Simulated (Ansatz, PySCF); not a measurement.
Process, species as SMILES: [SnH4] (SnH4) → [SnH3-] + H+
Geometries: B3LYP-D3(BJ)/def2-TZVP minima from Ansatz (a first-principles code). Frequencies are from PySCF.
Geometry of the first species:
```
Sn
H 1 1.7085
H 1 1.7085 2 109.47
H 1 1.7085 2 109.47 3 120.00
H 1 1.7085 2 109.47 4 120.00
```

Wanted: gas-phase deprotonation energy (enthalpy at 298 K, with B3LYP-D3(BJ) rigid-rotor harmonic-oscillator terms), in kcal/mol. Cores are frozen in the correlated levels unless marked. Spin-orbit coupling is left out. Frozen are the shells of the preceding noble gas and the d and f shells that filled before the atom's block. In def2 rows, elements after Kr have scalar-relativistic effective core potentials. STO-3G rows are all-electron and non-relativistic. Anions need diffuse functions: def2-D sets add few; the other sets have none. CBS marks a two-point X^-3 extrapolation of the correlation energy; Hartree-Fock from the larger set. [CCSD(T)-MP2]/basis is that difference in the basis named.

```
level                                                                 program  gas-phase deprotonation energy (kcal/mol)
-------------------------------------------------------------  --------------  -----------------------------------------
HF/def2-TZVPD                                                           PySCF                                      350.6
HF-D3(BJ)/def2-TZVPD                                            PySCF + dftd3                                      353.1
SVWN5/def2-TZVPD                                                       Ansatz                                      334.5
M06-L-D4/def2-TZVPD                                             PySCF + dftd4                                      348.9
r2SCAN-D3(BJ)/def2-TZVPD                                       Ansatz + dftd3                                      344.9
B3LYP/def2-TZVPD                                                       Ansatz                                      344.0
PBE0-D4/def2-TZVP                                              Ansatz + dftd4                                      345.5
PBE0-D4/def2-TZVPD                                             Ansatz + dftd4                                      345.1
BHLYP/def2-TZVPD                                                       Ansatz                                      347.4
TPSSh/def2-TZVPD                                                        PySCF                                      347.8
r2SCANh/def2-TZVPD                                                     Ansatz                                      345.3
M06-2X/def2-TZVPD                                                       PySCF                                      346.2
MP2/def2-QZVPPD                                                        Ansatz                                      348.1
SCS-MP2/def2-TZVPPD                                                    Ansatz                                      350.5
SCS-MP2/def2-QZVPP                                                     Ansatz                                      350.4
CCSD/STO-3G                                                            Ansatz                                      491.6
CCSD/def2-QZVPP                                                        Ansatz                                      349.0
CCSDT(Q)/def2-SVP                                                      Ansatz                                      352.9
CCSDT/def2-SVP                                                         Ansatz                                      352.9
RI-MP2/CBS(def2-TZVPPD,def2-QZVPPD)+[CCSD(T)-MP2]/def2-TZVPPD          Ansatz                                      347.2
```
